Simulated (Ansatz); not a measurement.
Reaction (formal exchange of groups at a Ge–H bond): `C[N](C)[GeH]` + `CC#CC(F)(F)F` → `C[N](C)[Ge][F]` + `CC#CC(F)F`

Gas-phase electronic energies from Ansatz, PBE0-D4/def2-TZVP geometries. CCSD(T)/CBS is the MP2 limit (def2-TZVPP, def2-QZVPP) plus CCSD(T) − MP2 in def2-TZVPP, frozen cores. DFT in def2-TZVPP. For Ge outer-core shells are correlated without core-valence functions, which leaves a few kJ/mol of doubt a bond. Scalar relativity is left out up to krypton. One conformer a species, not always the lowest.

| level | ΔE (kcal/mol) |
| --- | --- |
| BLYP-D4 | -39.2 |
| r2SCAN0-D4 | -35.8 |
| PBE-QIDH | -36.1 |
| PBE | -36.5 |
| revPBE | -37.2 |
| HF/def2-SVP | -32.4 |
| MP2/def2-SVP | -32.2 |
| CCSD(T)/def2-SVP | -30.3 |

(1) What does CCSD(T)/CBS give? (Estimate.)

Largest T1 diagnostic among the species: 0.016.

## Answers

(1) The calculation gave: -37.9 kcal/mol. The listed levels differ from it by -1.3, 2.1, 1.8, 1.4, 0.7, 5.5, 5.7, 7.6 kcal/mol.

From PBE to PBE0 (25 % exact exchange), in def2-TZVPP and without D4, ΔE moves by +0.7 kcal/mol. Leaving LDA and LC-ωPBE aside and taking each functional with its dispersion term where it has one, the values, not all of them listed here, spread over 4.1 kcal/mol, from BLYP-D4 to B97M-V. LDA lies +3.9 kcal/mol from PBE without D4. At CCSD(T), def2-SVP lies +7.7 kcal/mol from the extrapolated value and def2-TZVPP +2.0 kcal/mol.
